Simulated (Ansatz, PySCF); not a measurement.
This Ansatz (a quantum-chemistry and plane-wave program) input computes a BLYP/def2-TZVPD energy:

Ansatz 0.2 input:
```yaml
crystal:
  periodic: [false, false, false]
  atoms:
    - {symbol: Ca, position_ang: [-0.21082395, 0.26719848, 0.34195618]}
    - {symbol: F, position_ang: [0.02685121, 1.03586140, -1.54920287]}
    - {symbol: F, position_ang: [0.44164646, -1.62963580, 0.78930026]}
basis:
  gaussian:
    orbitals: def2-TZVPD
hamiltonian:
  xc: {name: BLYP}
total_charge: -1
magnetization: {spin_polarized: true, initial_magnetization: 1}
output: {forces: true}
```

Question: Write an input for the same energy in PySCF and say what it gives.

Answer: 
```python
from pyscf import gto, scf, dft

mol = gto.M(
    atom='''
    Ca   -0.21082395    0.26719848    0.34195618
    F     0.02685121    1.03586140   -1.54920287
    F     0.44164646   -1.62963580    0.78930026
    ''',
    basis='def2-tzvpd',
    charge=-1,
    spin=1,
    verbose=4,
)

mf = dft.UKS(mol, xc='blyp').density_fit(auxbasis='def2-universal-jkfit')
mf.grids.level = 3
mf.conv_tol = 1e-9
mf.max_cycle = 100
mf.max_memory = 1500
mf.kernel()
if not mf.converged:
    mf = mf.newton()
    mf.kernel(mf.make_rdm1())
for _ in range(2):
    mo, _, stable, _ = mf.stability(return_status=True)
    if stable:
        break
    mf.kernel(mf.make_rdm1(mo, mf.mo_occ))
mf.analyze()
```
It gives -877.54979 Eh, and Ansatz -877.54970 Eh, a difference of 0.09 mEh, from the treatment of integrals and grids.
